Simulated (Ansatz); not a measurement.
`CC(C)[SiH3]` → H₂ + `CC(C)[SiH]` at 298.15 K and 1 bar (silylene formation by 1,1-elimination).

Computed with Ansatz on PBE0-D4/def2-TZVP structures; ΔE is electronic, products minus reactants. CBS: MP2 limit from def2 TZ/QZ plus the TZ coupled-cluster correction, frozen cores. This one scheme is used for every species.

| species | CCSD(T)/CBS energy (Eh) | H − E (kJ/mol) | S (J/(mol·K)) |
| --- | --- | --- | --- |
| `CC(C)[SiH3]` | -409.25569 | 330.0 | 326.7 |
| H₂ | -1.17544 | 35.1 | 130.4 |
| `CC(C)[SiH]` | -407.98328 | 280.1 | 308.1 |

H − E and S are ideal-gas, rigid-rotor, harmonic terms from PBE0-D4/def2-TZVP, for one conformer and one mirror image of each species. The MP2-based limit puts H₂ 0.8 mEh under its directly extrapolated value; such offsets cancel only in part. 1 Eh = 2625.50 kJ/mol, R = 8.31446 J/(mol·K).

By hand: ΔE, ΔH, ΔS and ΔG.

ΔE = (-1.17544) + (-407.98328) − (-409.25569) = 0.09697 Eh = 254.6 kJ/mol. Δ(H − E) = 35.1 + 280.1 − 330.0 = -14.8, so ΔH = 239.8 kJ/mol. ΔS = 130.4 + 308.1 − 326.7 = 111.8 J/(mol·K). ΔG = 239.8 − 298.15 × (111.8)/1000 = 206.5 kJ/mol.

By hand: the equilibrium constant, and the temperature at which ΔG would vanish if ΔH and ΔS stayed fixed.

log₁₀ K = −ΔG/(RT ln 10) = -36.2. ΔG = 0 at ΔH/ΔS = 2145 K.

The number of gas molecules changes by +1, which sets the sign of ΔS. A doubt of 5 kJ/mol in ΔE shifts log₁₀ K by 0.9 here. Other conformers and mirror images would add mixing entropy, several J/(mol·K) or more a flexible species. These are equilibria of isolated gas molecules and say nothing of rates. Largest T1 diagnostic: 0.012 (customary marks: 0.02 for closed shells, 0.045 for open ones).
